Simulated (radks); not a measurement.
Excited configurations of Cu II: one electron is placed in a higher orbital outside [Ar] 3d9. The ground configuration is [Ar] 3d10. Method: scalar-relativistic Kohn-Sham, PBE, spin-polarised, spherical densities, finite nucleus; open shells are filled with parallel spins first; Fermi nuclear charge, rms radius 3.8823 fm; computed with a radial shooting solver on a logarithmic mesh with Libxc functionals. Excitation = E - E(ground); binding = E(ion) - E, where the ion is the core of charge +2; n* = 2/sqrt(2 binding) in atomic units, and the quantum defect is n - n*.

| outer orbital | excitation (eV) | binding (eV) | n* | quantum defect | eigenvalue (eV) | <r> (bohr) |
|---|---|---|---|---|---|---|
| 4p | 8.861 | 12.209 | 2.111 | 1.889 | -8.998 | 3.098 |
| 4d | 14.931 | 6.139 | 2.977 | 1.023 | -4.471 | 5.359 |
| 4f | 17.485 | 3.585 | 3.896 | 0.104 | -2.610 | 8.633 |
| 5s | 13.606 | 7.464 | 2.700 | 2.300 | -5.955 | 5.732 |
| 5d | 17.382 | 3.688 | 3.841 | 1.159 | -2.840 | 10.21 |
| 5f | 18.664 | 2.407 | 4.756 | 0.244 | -1.869 | 14.81 |
| 6p | 17.629 | 3.441 | 3.977 | 2.023 | -2.771 | 12.03 |
| 6d | 18.635 | 2.435 | 4.727 | 1.273 | -1.945 | 16.35 |
| 7s | 18.429 | 2.641 | 4.540 | 2.460 | -2.153 | 16.38 |
| 7f | 19.781 | 1.289 | 6.497 | 0.503 | -1.049 | 31.07 |

The Delta-SCF ionisation energy is 21.070 eV (NIST Atomic Spectra Database: 20.292 eV, measured). Self-interaction in the functional shifts the binding energies and quantum defects, so they are the method's values and not measured ones. Open shells are spherical and high-spin; term and fine-structure splittings are not resolved.
